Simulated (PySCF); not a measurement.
Mg(H)(SeH), SMILES [SeH][MgH] (PBE0/def2-SVP optimised geometry):

```
4

Mg     0.379     0.703     0.000
H      2.073     0.703     0.000
Se    -2.062     0.728    -0.004
H     -2.073    -0.728     0.229
```

Level of theory: PBE0/def2-TZVP run with PySCF.

Task: What are the frontier orbital energies and the dipole moment?

Result: HOMO-2 -8.67 eV, HOMO-1 -7.52 eV, HOMO -6.77 eV, LUMO -0.93 eV, LUMO+1 -0.71 eV; dipole moment 1.09 D.

Meta-Löwdin charges at PBE0/def2-TZVP: Mg1 1.15, H2 -0.47, Se3 -0.75, H4 0.07.
